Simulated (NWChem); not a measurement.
Species: C$_{2}$H$_{4}$N$_{2}$OSi; SMILES N1C=N[SiH2]OC=1

```xyz
10

C      1.1395     1.0626     0.0000
N      0.0181     1.7123     0.0000
C     -1.1961     1.0104     0.0000
N     -1.4103    -0.2667     0.0000
Si    -0.0396    -1.3357     0.0000
O      1.3459    -0.2604     0.0000
H      2.0924     1.6297     0.0000
H     -2.0728     1.6955     0.0000
H      0.0544    -2.1826     1.2310
H      0.0544    -2.1826    -1.2310
```
Atoms are numbered in this order, from 1.

Level: PBE-D3(BJ)/def2-SVP (NWChem), optimised geometry, unscaled harmonic frequencies. 

Task: List the harmonic frequencies with IR intensities, and the thermochemistry.

Result: 
| frequency (cm⁻¹) | IR intensity (km/mol) |
|---|---|
| 105 | 0.4 |
| 227 | 0.2 |
| 387 | 20.5 |
| 495 | 3.1 |
| 558 | 10.9 |
| 645 | 34.4 |
| 656 | 14.4 |
| 675 | 89.7 |
| 737 | 20.0 |
| 809 | 32.3 |
| 878 | 15.8 |
| 937 | 0.9 |
| 955 | 169.9 |
| 996 | 0.2 |
| 1043 | 82.7 |
| 1228 | 163.4 |
| 1363 | 19.3 |
| 1370 | 8.0 |
| 1548 | 304.5 |
| 1642 | 349.1 |
| 2202 | 101.7 |
| 2203 | 128.8 |
| 3007 | 54.0 |
| 3062 | 22.0 |

```json
{
  "zero_point_energy": "39.6 kcal/mol",
  "thermal correction to the enthalpy at 298.15 K (with zero-point energy)": "43.7 kcal/mol",
  "heat capacity Cv": "20.4 cal/(mol K)",
  "entropy at 298.15 K and 1 atm (symmetry number 1)": "75.8 cal/(mol K)",
  "dipole_moment": "1.40 D"
}
```

Rigid rotor and harmonic oscillator.
